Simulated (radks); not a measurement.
Results of a calculation; reference values are marked as such.
Problem. Se4+, configuration [Ar] 3d10 4s2. Code: a radial shooting solver on a logarithmic mesh with Libxc functionals. Model: scalar-relativistic Kohn-Sham, r2SCAN, spin-polarised, spherical densities, finite nucleus; meta-GGA in the generalised Kohn-Sham scheme; Fermi nuclear charge, rms radius 4.14 fm. Some entries of the table are withheld. Estimate them.

orbital,occ.,eigenvalue (eV),<1/r> (bohr^-1)
1s,2,-12591.44,(1)
2s,2,-1672.655,7.649
2p,6,-1475.446,(2)
3s,2,-270.8448,2.494
3p,6,-208.3390,2.339
3d,10,-105.4943,2.043
4s,2,-62.0160,0.8319

Solution. 
(1) 1s <1/r> (bohr^-1): 34.56
(2) 2p <1/r> (bohr^-1): 7.476
